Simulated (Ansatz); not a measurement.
Wavefunction ladder for `N[SiH2]OC[SiH3]`

```json
{"atom": "N1", "x (Å)": "2.0958", "y (Å)": "-2.1049", "z (Å)": "-0.1131"}
{"atom": "Si2", "x (Å)": "1.2385", "y (Å)": "-0.9209", "z (Å)": "0.7533"}
{"atom": "O3", "x (Å)": "0.1030", "y (Å)": "-0.1557", "z (Å)": "-0.1719"}
{"atom": "C4", "x (Å)": "-0.7166", "y (Å)": "0.8599", "z (Å)": "0.3846"}
{"atom": "Si5", "x (Å)": "-1.8949", "y (Å)": "1.4858", "z (Å)": "-0.9510"}
{"atom": "H6", "x (Å)": "2.7995", "y (Å)": "-1.8465", "z (Å)": "-0.7847"}
{"atom": "H7", "x (Å)": "1.6681", "y (Å)": "-2.9851", "z (Å)": "-0.3487"}
{"atom": "H8", "x (Å)": "0.5407", "y (Å)": "-1.5782", "z (Å)": "1.8906"}
{"atom": "H9", "x (Å)": "2.2046", "y (Å)": "0.0998", "z (Å)": "1.2401"}
{"atom": "H10", "x (Å)": "-1.2950", "y (Å)": "0.4795", "z (Å)": "1.2391"}
{"atom": "H11", "x (Å)": "-0.1105", "y (Å)": "1.6952", "z (Å)": "0.7643"}
{"atom": "H12", "x (Å)": "-1.1224", "y (Å)": "2.0452", "z (Å)": "-2.0899"}
{"atom": "H13", "x (Å)": "-2.7599", "y (Å)": "2.5529", "z (Å)": "-0.3760"}
{"atom": "H14", "x (Å)": "-2.7509", "y (Å)": "0.3730", "z (Å)": "-1.4365"}
```

Total charge 0; spin multiplicity 1. The geometry is a stationary point of PBE0-D4/def2-TZVP. It is one conformer, not always the lowest. Frozen core, restricted reference, the Gaussian-basis code of Ansatz. CBS rows extrapolate triple and quadruple zeta; past MP2 they add the triple-zeta difference.

| basis | HF (Eh) | MP2 corr. | CCSD corr. | (T) | CCSD(T) total |
| --- | --- | --- | --- | --- | --- |
| def2-TZVPP | ? | -0.87643 | -0.93322 | ? | ? |
| def2-QZVPP | ? | -0.94097 | – | – | – |
| CBS(def2) | ? | -0.98877 | -1.04557 | as TZ | ? |

**Question.** Fill in the withheld values. (Estimate.)

**Answer.** Ansatz gave: def2-TZVPP HF (Eh): -750.44404; def2-TZVPP (T): -0.03361; def2-TZVPP CCSD(T) total: -751.41087; def2-QZVPP HF (Eh): -750.47129; CBS(def2) HF (Eh): -750.47504; CBS(def2) CCSD(T) total: -751.55422.
